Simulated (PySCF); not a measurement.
# Structure elucidation problem

The spectra below were simulated for a compound C7H9BO3.

¹H NMR (300 MHz, computed): δ 7.41 (dd, J = 2.3, 1.2 Hz, 1H), 6.58 (m, 1H), 6.52 (m, 1H), 5.33 (ddq, J = 12.4, 3.5, 1.3 Hz, 1H), 4.42 (br, 1H), 4.25 (m, 1H), 4.16 (m, 1H), 2.43 (m, 1H), 1.74 (m, 1H).

¹³C{¹H} NMR (computed): δ 163.7 (C), 146.4 (CH), 117.5 (CH), 111.4 (CH), 75.8 (CH), 66.9 (CH2), 38.6 (CH2).

Calculated, not measured (PySCF 2.14): GIAO PBE/pcSseg-2 shieldings, J: B3LYP/pcJ-1 (spin–dipole term only in couplings to heteroatoms), PBE0-D3(BJ)/def2-SVP structure. A single conformation, non-relativistic, no solvent model.

Scale: ¹H (31.18 ppm) and ¹³C (179.39 ppm) against TMS (reference shieldings calculated alike).

Q: Propose a structure and justify it.

A: 
1. 7 carbon signals for 7 carbons: no two carbons are equivalent.
2. Carbon types of the structure: 1 × C, 4 × CH, 2 × CH2, leaving 1 H on heteroatoms.
3. δC 163.7: substituted aromatic carbon next to the ring oxygen.
4. δC 146.4: aromatic CH next to the ring oxygen.
5. δC 117.5, 111.4: aromatic CH.
6. δC 75.8: sp3 CH bonded to O, on an aromatic ring; the inductive effect lowers its shielding.
7. δC 66.9: sp3 CH2 bonded to O; deshielded by the electronegative neighbour.
8. δH 7.41: hydrogen on an aromatic CH next to the ring oxygen; the ring current deshields protons in the ring plane.
9. δH 5.33: hydrogen on an sp3 CH bonded to O, on an aromatic ring; its carbon carries O, which withdraws density.
10. The protons at 6.58 and 6.52 share a coupling of 3.7 Hz (vicinal, an ortho-type coupling).

These data were computed for `B1OCC[C@@H](c2ccco2)O1`.

The shifts were computed for this structure.

Hydrogens on boron are broadened and split by ¹¹B (spin 3/2, 80 %) and 10B (spin 3). Multiplet labels drop couplings under 1 Hz and merge nearly equal ones. Unscaled 3J(H,H) at this level run about 10 % above measured values. Shifts are as computed, not scaled to solution data. Of 1313 compounds with measured shifts, 239 miss one by over three times the rms of a fit or turn the order of signals round; such compounds aren't used in these exercises.
